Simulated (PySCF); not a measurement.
Radial density of Ne²⁺ (neon, charge +2)

UHF, [He] 2s1 2p4 3d1, one real determinant (an excited configuration). Calculation: PySCF 2.14, in dyall-av3z; the non-relativistic Hamiltonian (point nucleus).

```
r (bohr)  4πr²ρ (e/bohr)  4πr²(ρα − ρβ)
 0.00203         0.03038         0.0010
 0.00342         0.08366         0.0028
 0.00575          0.2258         0.0076
 0.00968          0.5910         0.0200
  0.0163           1.466         0.0495
  0.0274           3.325         0.1117
  0.0461           6.504         0.2159
  0.0775           9.954         0.3248
   0.130           10.30         0.3835
   0.219           6.514         0.7660
   0.369           5.092         2.4558
   0.620           6.247         3.9116
    1.04           3.288         2.0745
    1.75           1.024         0.8592
    2.95          0.1325         0.1301
```

⟨L²⟩ = 8.00 against 12 for a pure F term, so this real determinant mixes terms. The outer electron is Rydberg-like, and this basis confines it to a smaller radius and binds it less than a complete one would.
